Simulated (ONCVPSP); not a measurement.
# Before and after: ONCV potential for In (Z = 49)

```json
{
  "Element": "indium (In)",
  "Generator": "ONCVPSP 4.0.1",
  "Type": "optimised norm-conserving Vanderbilt (ONCV)",
  "Functional": "PBEsol",
  "Relativity": "scalar-relativistic",
  "Frozen core": "[Ar] 3d10",
  "Valence charge": "21",
  "Reference configuration": "4s2 4p6 4d10 5s2 5p1",
  "Partial waves": "4s+5s: rc 1.25 bohr, ncon 4, nbas 8, qcut 7.7 1/bohr, 2 projectors; 4p+5p: rc 1.70 bohr, ncon 5, nbas 9, qcut 8.1 1/bohr, 2 projectors; 4d: rc 1.05 bohr, ncon 4, nbas 8, qcut 10.6 1/bohr, local",
  "Local potential": "the d channel",
  "Core correction": "polynomial model core, fcfact 0.4"
}
```

All-electron outer shells of the reference configuration (PBEsol, scalar-relativistic, ld1.x):

```
shell  level (eV)  outermost node (bohr)  outermost maximum (bohr)
   3p     -648.82                   0.14                      0.31
   3d     -432.69                      –                      0.26
   4s     -119.51                   0.41                      0.77
   4p      -78.02                   0.42                      0.82
   4d      -18.59                   0.40                      0.94
   5s       -8.25                   1.02                      2.16
   5p       -2.52                   1.14                      2.85
```

Change: all radii but the core radius scaled by about 1.17 (s 1.46, p 1.98, d 1.22 bohr).

Cutoffs: the cutoffs (Ha) at which the residual kinetic energy of the hardest occupied pseudo-wave falls to 1 and 0.1 mHa per electron; they do not see the model core or the augmentation charge, which bear on the density cutoff. Errors are all-electron minus pseudo energies relative to the spin-unpolarised reference configuration.

Q: What does the change do?

A: The potential gets softer (43 Ha and 101 Ha → 41 Ha and 48 Ha); of the 3 tests that both files solve, the error grows in 2 and shrinks in 0 by more than 15 % and 0.3 meV (median size 5.1 → 5.9 meV); neither file shows a bound ghost. A larger radius leaves more room for a smooth pseudo-wave, so fewer plane waves are needed.

```tsv
quantity	base	changed
cutoff, loose	43 Ha	41 Ha
cutoff, tight	101 Ha	48 Ha
loose cutoff by channel	s 29 Ha, p 23 Ha, d 43 Ha	s 23 Ha, p 22 Ha, d 41 Ha
bound ghosts	none	none
GHOST(+) flags under 300 eV	none	s at 287.2 eV
tests with a reliable result	3 of 4	3 of 4
error for 4s2 4p6 4d10 5s2 5p0, meV [ΔE 5.36 eV]	-1.2	-1.2
error for 4s2 4p6 4d10 5s1 5p0, meV [ΔE 24.64 eV]	-5.1	-5.9
error for 4s1 4p6 4d10 5s2 5p1, meV [ΔE 127.40 eV]	-195	-378
rms error of d²Exc/dni dnj with the model core, mHa	0.92	1.30
```
